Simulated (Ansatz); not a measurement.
Computed with Ansatz on PBE0-D4/def2-TZVP structures; ΔE is electronic, products minus reactants. CCSD(T)/CBS is the MP2 limit (def2-TZVPP, def2-QZVPP) plus CCSD(T) − MP2 in def2-TZVPP, frozen cores. This one scheme is used for every species. DFT in def2-TZVPP. Each species was taken in one conformer, which may not be the lowest.

Consider the ligand exchange at the Si–C bond: `C=C[SiH2][SiH2]Cl` + H–F → `F[SiH2][SiH2]Cl` + `C=C`.

`C=C[SiH2][SiH2]Cl`:

Cartesian coordinates in Å:
```
C -1.829 1.462 -0.224
C -1.291 0.339 0.244
Si -0.049 -0.669 -0.704
Si 1.994 -0.664 0.442
Cl 1.636 -1.332 2.367
H -2.536 2.047 0.357
H -1.587 1.847 -1.210
H -1.570 0.005 1.241
H -0.487 -2.086 -0.836
H 0.138 -0.082 -2.060
H 2.574 0.700 0.547
H 3.006 -1.568 -0.164
```

H–F:

Z-matrix (Å, degrees):
```
F
H 1 0.920
```

`F[SiH2][SiH2]Cl`:

Cartesian coordinates in Å:
```
F -1.717 -0.894 1.332
Si -0.957 -0.701 -0.069
Si 0.904 0.698 0.208
Cl 1.752 0.831 -1.670
H -0.525 -2.037 -0.552
H -1.910 -0.101 -1.037
H 1.916 0.137 1.137
H 0.537 2.067 0.650
```

`C=C`:

Z-matrix (Å, degrees):
```
C
C 1 1.323
H 1 1.085 2 121.7
H 1 1.085 2 121.7 3 -180.0
H 2 1.085 1 121.7 3 -0.0
H 2 1.085 1 121.7 3 -180.0
```

| species | r2SCAN-D4 energy (Eh) |
| --- | --- |
| `C=C[SiH2][SiH2]Cl` | -1119.56104 |
| H–F | -100.44667 |
| `F[SiH2][SiH2]Cl` | -1141.48988 |
| `C=C` | -78.56290 |

Task: Work out ΔE.

Result: ΔE = (-1141.48988) + (-78.56290) − (-1119.56104) − (-100.44667) = -0.04507 Eh = -28.3 kcal/mol. CCSD(T)/CBS gives -27.4 kcal/mol.

Largest T1 diagnostic among the species: 0.011.

The D4 term adds +2.7 kcal/mol with B3LYP and +1.5 kcal/mol with PBE0; it sums over pairs of atoms, weighted by their polarisabilities, and B3LYP, whose exchange is more repulsive, gets the larger term. In def2-TZVPP, CCSD(T) changes the Hartree–Fock value by +7.3 kcal/mol (the triples alone add +1.2 kcal/mol) and MP2 by +8.0 kcal/mol.

B3LYP here is the variant with VWN-RPA as its local correlation; programs differ in this.
